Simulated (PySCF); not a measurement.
C4H9 (SMILES C[C](C)C), doublet, geometry from GFN2-xTB. Base run: PySCF with R2SCAN/STO-3G.

Geometry (Å):
```xyz
13

C      0.0002    -0.0004     0.1153
C     -0.0020     1.4789    -0.0163
C      1.2828    -0.7372    -0.0171
C     -1.2810    -0.7418    -0.0019
H      0.0053     1.7920    -1.0695
H     -0.8921     1.9104     0.4401
H      0.8804     1.9139     0.4523
H      1.5618    -0.8794    -1.0703
H      2.0975    -0.1912     0.4577
H      1.2132    -1.7271     0.4325
H     -1.5679    -0.8922    -1.0519
H     -1.2046    -1.7285     0.4537
H     -2.0936    -0.1951     0.4759
```
Charge 0, spin multiplicity 2.
Orbitals are unrestricted.
All else is at PySCF's defaults.
Base energy -155.81820 Eh.

The base run was repeated with changes; each row names its change, and settings that it needs were set with it.

| change | ΔE vs base (µEh) | grid points | electrons on the grid |
|---|---|---|---|
| base | 0.0 | 144744 | 33.00002 |
| grids.atom_grid = (50, 194) | -602 | 86120 | 33.00036 |
| grids.level = 7 | -69.8 | 797512 | 33.00000 |
| grids.level = 2 | -164 | 93184 | 33.00004 |
| grids.atom_grid = (150, 974) | -67.8 | 1061224 | 33.00000 |
| grids.radi_method = gauss_chebyshev | -48.9 | 141328 | 33.00002 |
| grids.radi_method = delley | -73.2 | 156912 | 33.00002 |
| grids.level = 1 | 1247 | 42968 | 33.00043 |
| grids.prune = dft.gen_grid.treutler_prune | -0.2 | 123720 | 33.00002 |
| grids.prune = dft.gen_grid.sg1_prune | -51.0 | 64120 | 33.00035 |
| grids.prune = off | 0.6 | 226504 | 33.00002 |

Open shells are given as the SCF converged; they aren't shown to be the lowest states, and a large step between rows can be another state.
